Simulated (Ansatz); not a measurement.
This Ansatz (a first-principles code) input (wB97M-V/def2-SVPD) gives -459.97795 Eh with 27 basis functions. A basis named .json is the Basis Set Exchange file of that set (core-valence sets with the plain set on hydrogen).

Ansatz 0.2 input:
```yaml
crystal:
  periodic: [false, false, false]
  atoms:
    - {symbol: Cl, position_ang: [0.00000000, 0.00000000, 0.00000000]}
basis:
  gaussian:
    orbitals: def2-SVPD
hamiltonian:
  xc: {name: wB97M-V}
magnetization: {spin_polarized: true, initial_magnetization: 1}
scf: {lower_state_search: full}
```

Change:
```diff
- orbitals: def2-SVPD
+ orbitals: 6-311++G_3df_3pd_.json
```

**Question.** What does the run give now?

**Answer.** -460.12665 Eh (wB97M-V/6-311++G(3df,3pd), 47 functions), a change of -148.70 mEh.
